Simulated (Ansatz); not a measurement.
Z-matrix (Å, degrees):
```
C
H 1 1.0936
C 1 1.3951 2 119.56
C 3 1.4023 1 120.10 2 179.48
H 4 1.0937 3 119.53 1 -179.35
C 4 1.3969 5 120.48 3 -179.56
H 6 1.0935 4 119.78 5 -0.29
C 6 1.3955 7 120.48 4 -179.82
H 8 1.0946 6 119.72 7 -0.14
C 1 1.4132 2 119.45 3 179.71
C 3 1.5040 1 120.66 2 -2.55
F 11 1.3424 3 112.05 1 23.86
F 11 1.3457 12 107.66 3 -123.00
F 11 1.3471 12 107.14 13 -114.56
B 10 1.5438 1 120.96 2 0.25
H 15 1.2083 10 120.11 1 -0.27
H 15 1.2086 16 119.86 10 -179.96
```
Charge 0, multiplicity 1.

The numbers are results of frozen-core CCSD(T)/cc-pVDZ // r2SCAN-D4/def2-SVP (Ansatz, an electronic-structure program), not measurements. The restricted HF reference is unstable towards unrestricted orbitals.

```yaml
HF energy: -591.61539 Ha
MP2 correlation energy: -1.53784 Ha
```

**Question.** Estimate the CCSD correlation energy, the (T) correction, the total energy and the T1 diagnostic.

**Answer.** 
- CCSD correlation energy = -1.59048 Ha
- (T) correction = -0.05563 Ha
- CCSD(T) total energy = -593.26151 Ha
- T1 diagnostic = 0.012
